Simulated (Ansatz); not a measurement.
Basis sets compared for the cluster Na₅H₅ (the lowest singlet isomer of a short search). Total charge 0; singlet. Geometry PBE0-D4/def2-SVP. Ansatz on 4 threads of Arm Neoverse V1 on a shared host; times are rough, and most runs start from earlier orbitals.

```xyz
10

Na    0.225    2.198   -2.338
Na   -1.760   -0.954    2.489
Na    1.403   -2.595    1.280
Na    2.610   -0.641   -1.699
Na   -2.479    1.992    0.268
H     2.590   -2.080   -0.276
H    -0.234   -2.287    2.432
H    -1.457    2.704   -1.331
H    -2.729    0.668    1.774
H     1.831    0.995   -2.599
```

The structure comes from a short search, and lower isomers may exist.

| level | functions | energy (Eh) | HOMO (eV) | LUMO (eV) | wall time |
| --- | --- | --- | --- | --- | --- |
| PBE-D4/def2-SVP | 100 | -813.5566 | -4.58 | -0.45 | 1.5 s |
| PBE-D4/def2-TZVP (with forces) | 190 | -813.8641 | -4.63 | -0.64 | 3.2 s |
| r2SCAN-D4/def2-TZVP | 190 | -814.3009 | -4.80 | -0.26 | 6 s |
| PBE0-D4/def2-SVP | 100 | -813.6401 | -5.66 | 0.09 | 1.9 s |
| PBE0-D4/def2-TZVP | 190 | -813.9430 | -5.71 | -0.18 | 3.3 s |

(1) Estimate the rows for PBE-D4/def2-TZVPD, r2SCAN-D4/def2-TZVPD, PBE0-D4/def2-TZVPD.

## Answers

(1) 
```json
{"level": "PBE-D4/def2-TZVPD", "functions": "220", "energy (Eh)": "-813.8661", "HOMO (eV)": "-4.61", "LUMO (eV)": "-0.68", "wall time": "3.6 s"}
{"level": "r2SCAN-D4/def2-TZVPD", "functions": "220", "energy (Eh)": "-814.3019", "HOMO (eV)": "-4.78", "LUMO (eV)": "-0.23", "wall time": "8 s"}
{"level": "PBE0-D4/def2-TZVPD", "functions": "220", "energy (Eh)": "-813.9446", "HOMO (eV)": "-5.68", "LUMO (eV)": "-0.27", "wall time": "5 s"}
```
